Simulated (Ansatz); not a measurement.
Input file for CH4FOSSi (`CO[Si](F)S`) radical:

```yaml
crystal:
  periodic: [false, false, false]
  atoms:
    - {symbol: C, position_ang: [-0.040373, -1.355968, -0.737065]}
    - {symbol: O, position_ang: [0.264423, -0.781799, 0.517989]}
    - {symbol: Si, position_ang: [0.631634, 0.777642, 0.803519]}
    - {symbol: F, position_ang: [0.819008, 0.853865, 2.385248]}
    - {symbol: S, position_ang: [-1.017970, 1.972486, 0.133537]}
    - {symbol: H, position_ang: [0.876530, -1.612862, -1.273840]}
    - {symbol: H, position_ang: [-0.609810, -2.268266, -0.556455]}
    - {symbol: H, position_ang: [-0.639024, -0.681392, -1.356503]}
    - {symbol: H, position_ang: [-0.284418, 3.096283, 0.083579]}
basis:
  gaussian: {orbitals: def2-TZVPP}
magnetization: {spin_polarized: true, initial_magnetization: 1}
correlation: {method: ccsd_t}
scf: {omitted_lower_state_checks: [cluster_reference]}
```

```sh
$ ansatz run in.yaml --threads 2 --pin off --events-out ev --progress --plain --max-ram 32768MiB --backend cuda --devices 0, --max-vram 18GiB
```

The program prints (abridged):

```
Functional definition: HF
1392 factors; integrals over basis functions are off by at most 1.1e-3 eV
mean field evaluation 1: about -24518.4008 eV, gradient 2.9e1 eV
mean field evaluation 2: about -24518.4091 eV, gradient 2.9e1 eV
mean field evaluation 4: about -24522.2498 eV, gradient 3.2e0 eV
mean field evaluation 8: about -24522.3841 eV, gradient 2.1e-1 eV
mean field -24522.38519278 eV, -901.1810339648 hartree, gradient 1.2e-6 eV, S^2 0.757243; 1 other end points of the search recorded, 0 dependent functions left out
13 core orbitals not correlated: weight in the atoms' cores, before any rotation towards them, 1.000 or more for the frozen orbitals, at most 0.000 for the correlated occupied ones
reference -24522.38519278 eV, -901.1810339648 hartree; 16, 15 occupied and 204, 205 virtual orbitals, 1392 factors
second order -25.27211335 eV of doubles, -0.00000000 eV of singles
cycle   1  -25.55675393 eV  change   -2.8e-1 eV  update   1.1e-1
cycle   2  -26.13522602 eV  change   -5.8e-1 eV  update   3.4e-2
cycle   3  -26.28639743 eV  change   -1.5e-1 eV  update   1.9e-2
cycle   4  -26.27656869 eV  change    9.8e-3 eV  update   6.0e-3
cycle   5  -26.27321620 eV  change    3.4e-3 eV  update   3.2e-3
cycle   6  -26.27468387 eV  change   -1.5e-3 eV  update   1.3e-3
cycle   7  -26.27452183 eV  change    1.6e-4 eV  update   5.4e-4
cycle   8  -26.27462225 eV  change   -1.0e-4 eV  update   2.1e-4
cycle   9  -26.27473199 eV  change   -1.1e-4 eV  update   9.3e-5
cycle  10  -26.27468621 eV  change    4.6e-5 eV  update   4.1e-5
cycle  11  -26.27469708 eV  change   -1.1e-5 eV  update   1.9e-5
perturbative correction -0.99240531 eV, -0.0364702226 hartree
Total energy: -24549.65229517 eV, -902.1830814954 hartree
Checks for a lower state left out: cluster_reference
```

It took 11 s on 2 threads of an AMD EPYC 7R13 on a shared host and a share of an NVIDIA H100 80 GB, with 0.83 GiB of host memory at the peak.

MP2 recovers 92.7 % of the CCSD(T) correlation energy and the triples give 3.6 %; T1 = 0.0144.
